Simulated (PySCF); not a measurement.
## A run with a changed setting

The sound run of TaF4 (doublet) uses PySCF 2.14.0, UKS PBE0, Ta def2-SVP with ECP60, F def2-SVP; non-relativistic Hamiltonian with scalar-relativistic core potentials where named; density fitting; no spin-orbit coupling, grid (50, 194), threshold 1e-8 and 55 cycles at the relaxed geometry. This run, with dm0 from free metal ions and neutral atoms, differs:

```python
mol = gto.M(atom='''
Ta    -0.00000     0.00000    -0.00000
F      1.75483     0.00000    -0.64641
F     -0.00000     1.75483     0.64641
F     -1.75483    -0.00000    -0.64641
F      0.00000    -1.75483     0.64641''',
    basis={'Ta': 'def2-SVP', 'F': 'def2-SVP'},
    ecp={'Ta': 'def2-SVP'},
    charge=0, spin=1)
mf = dft.UKS(mol, xc='PBE0')
mf.grids.atom_grid = (15, 26)
mf = mf.density_fit()  # fitting sets: Ta def2-universal-JKFIT, F def2-universal-JKFIT
mf.conv_tol = 1e-08; mf.max_cycle = 55
mf.kernel(dm0)
mf.nuc_grad_method().kernel()
```

What was changed, and how did it end?

The integration grid was changed. It converged in 9 cycles, 0.197 eV from the sound run, largest force component 0.75 eV/Å. These settings are unsound on purpose: the numbers aren't the compound's.
```
init E= -467.152165772571
cycle= 1 E= -455.442564156607  delta_E= 11.7  |g|= 1.25  |ddm|= 2.19
cycle= 2 E= -454.894580008062  delta_E= 0.548  |g|= 1.72  |ddm|= 1.67
cycle= 3 E= -455.921011696047  delta_E= -1.03  |g|= 0.0942  |ddm|= 1.14
cycle= 4 E= -455.924319514506  delta_E= -0.00331  |g|= 0.0432  |ddm|= 0.148
cycle= 5 E= -455.92527645935  delta_E= -0.000957  |g|= 0.00231  |ddm|= 0.0599
...
cycle= 7 E= -455.925287368166  delta_E= -5.07e-07  |g|= 0.000117  |ddm|= 0.00247
cycle= 8 E= -455.925287382302  delta_E= -1.41e-08  |g|= 4.42e-05  |ddm|= 0.000319
cycle= 9 E= -455.925287384004  delta_E= -1.7e-09  |g|= 1.07e-05  |ddm|= 0.000101
Extra cycle  E= -455.925287383953  delta_E= 5.2e-11  |g|= 1.81e-05  |ddm|= 2.72e-05
converged SCF energy = -455.925287383953  <S^2> = 0.75126413  2S+1 = 2.0012637
```

Started from ions, an open shell can land on another state than the sound run's, and that then enters the shifts.

Run from Python with OMP_NUM_THREADS=2; the lines above give its settings. Where DIIS fails, smearing, a level shift and second-order steps follow.
It took 2 s on 2 threads of Arm Neoverse V2, on a shared host.

Open shells may have lower solutions than the one found.
